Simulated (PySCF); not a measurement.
**Static response to an electric field**

(CH3)3CCF2CH3, C6H12F2.
SMILES with atom numbers: `[CH3:1][C:2]([CH3:3])([CH3:4])[C:5]([CH3:6])([F:7])[F:8]` (hydrogens: H9, H10, H11 on C1; H12, H13, H14 on C3; H15, H16, H17 on C4; H18, H19, H20 on C6)

Geometry (PBE0-D3(BJ)/def2-SVP, Å), atoms numbered from 1 in this order:
```
atom  x, y, z in Å
C1    -1.727   -0.906    0.934
C2    -0.580   -0.317    0.107
C3    -0.889    1.143   -0.230
C4    -0.400   -1.131   -1.175
C5     0.705   -0.394    0.955
C6     1.983    0.120    0.342
F7     0.495    0.289    2.120
F8     0.908   -1.695    1.320
H9    -1.526   -1.953    1.200
H10   -1.874   -0.339    1.864
H11   -2.663   -0.870    0.356
H12   -0.126    1.586   -0.887
H13   -1.853    1.207   -0.756
H14   -0.958    1.753    0.682
H15   -0.107   -2.167   -0.947
H16    0.360   -0.694   -1.840
H17   -1.348   -1.161   -1.734
H18    2.787   -0.004    1.080
H19    1.897    1.185    0.091
H20    2.241   -0.447   -0.561
```

Level: CAM-B3LYP/def2-SVPD (PySCF), static field, nuclei fixed, core orbitals frozen in the response. The polarisability tensor in these axes (au):

```
x   78.09  0.99  0.25
y    0.99 72.97  0.11
z    0.25  0.11 72.66
```

Diagonalise the tensor; give its mean and Δα, where Δα² is half the sum of the squared differences of the eigenvalues.

Principal values 72.62, 72.80 and 78.28 au; mean 74.57 au = 11.05 Å³ = 12.30 × 10⁻⁴⁰ C²·m²/J; Δα = 5.57 au (7 % of the mean).

What is the dipole moment, and where does it point?

(-0.09, 0.83, -2.10) D, 2.27 D in size, pointing from the negative to the positive side. Measured along this direction, the outermost atoms are F8, F7, H10 and H9 at the negative end and H16 and H12 at the positive end.

What would n − 1 = 2πNα be for an ideal gas of these molecules at 400 K and 1 atm, electronic part alone?

N = p/kT = 1.8347 × 10¹⁹ cm⁻³, so n − 1 = 2π × N × 11.05 × 10⁻²⁴ cm³ = 1274 × 10⁻⁶ at long wavelengths.

Traceless (Buckingham) quadrupole moment about the centre of nuclear charge: eigenvalues?

-3.38, -1.88, 5.26 D·Å. The values depend on the origin, since the dipole doesn't vanish. The electronic extent ⟨r²⟩ about the same centre is 938 bohr², a root-mean-square distance of 1.99 Å for the 66 electrons.

Rayleigh depolarisation ratio (linearly polarised light, static tensor)?

ρ = 3Δα²/(45ᾱ² + 4Δα²) = 93.1/(250235 + 124.2) = 0.000372.

Find the Langevin capture rate constant for NH4+ (18.034 u) meeting this molecule (122.091 u), k = 2.342 × 10⁻⁹ cm³/s × √(α in Å³ / reduced mass in u).

The reduced mass is 15.71 u, so k = 1.96 × 10⁻⁹ cm³/s. The formula leaves out the permanent dipole, which adds to the capture rate.

How large is μ²/3kT at 350 K beside α?

In Gaussian units μ²/3kT = 35.39 Å³ against 11.05 Å³, a ratio of 3.20; the Debye molar polarisation (4π/3)N_A(α + μ²/3kT) is 117.2 cm³/mol, leaving out the vibrational part.

Isolated species at its PBE0-D3(BJ)/def2-SVP geometry, gas phase.

These values come from a run that also computed excited states and ΔSCF ions. Hardware: one thread of an Arm Neoverse V2 (shared host). Cost: 6.5 min.
